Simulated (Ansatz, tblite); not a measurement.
Forces on Cu₅H₄ at its B3LYP-D4/def2-SVP geometry. Charge 0, multiplicity 2.

The xTB rows come from tblite. At PBE-D4/def2-TZVP the gap within one spin of the charge 0 doublet nearly closes, so an electron or hole may be smeared out by delocalisation error. No other spin state of charge 0 was run. Another isomer (doublet) lies 2.75 eV lower at PBE0-D4/def2-TZVP; other spin states weren't run for this one.

GFN1-xTB (tblite), largest force 1.06 eV/Å:

```xyz
9
positions Å, forces eV/Å
Cu   -3.733   -3.873    0.147    0.452    0.889   -0.364
Cu    2.583    2.412    0.911   -0.058   -0.161   -0.041
Cu    0.922    0.672    0.415    0.146    0.134   -0.035
Cu   -0.688   -0.712   -0.836   -0.140   -0.069    0.069
Cu   -2.804   -1.930   -0.739   -0.159   -0.763    0.347
H     0.833   -0.740   -0.333   -0.253    0.272    0.073
H     1.001    2.044    1.212    0.367   -0.156   -0.225
H    -2.146   -0.674   -1.485    0.290    0.082    0.128
H     4.033    2.801    0.708   -0.646   -0.228    0.047
```

GFN2-xTB (tblite), largest force 0.80 eV/Å:

```
Cu -0.237 -0.287 0.198
Cu 0.094 0.341 0.265
Cu -0.168 -0.442 -0.037
Cu 0.639 0.208 -0.241
Cu -0.561 -0.564 -0.014
H -0.215 0.149 0.046
H 0.076 0.099 0.000
H 0.078 0.397 -0.134
H 0.295 0.098 -0.081
```

PBE-D4/def2-TZVP (Ansatz), largest force 0.09 eV/Å:

```
Cu -0.016 -0.038 0.017
Cu 0.075 -0.030 -0.037
Cu -0.028 0.019 -0.040
Cu -0.020 -0.011 0.054
Cu -0.004 0.015 -0.012
H 0.053 -0.004 -0.009
H -0.018 0.013 0.021
H 0.023 0.037 -0.020
H -0.065 -0.001 0.024
```
